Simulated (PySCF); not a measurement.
VOCl₂, SMILES [Cl][V](=[O])[Cl] (connectivity only; charge and spin as stated), neutral, multiplicity 2.

The structure is a stationary point at ωB97X-D3(BJ)/def2-SVP. The multiplicity is an assumed one; other spin states were not compared.

Computed with PBE/def2-TZVPD (PySCF).

```
Item                                                                                                             Value
---------------------------------------------------------------------------------------------  -----------------------
total energy                                                                                       -1939.19311 hartree
point group                                                                                                        C2v
α spin, highest occupied and lowest empty level                                                     -6.32 and -5.38 eV
β spin, highest occupied and lowest empty level                                                     -8.21 and -5.00 eV
dipole moment                                                                                                   0.27 D
quadrupole, principal values (traceless, Buckingham form, about the centre of nuclear charge)   -2.89, -2.53, 5.42 D·Å
mean static polarisability                                                                       67.5 bohr³ (10.01 Å³)
polarisability, principal values                                                                48.4, 67.0, 87.2 bohr³
⟨S²⟩                                                                                           0.759 (pure state 0.75)
```
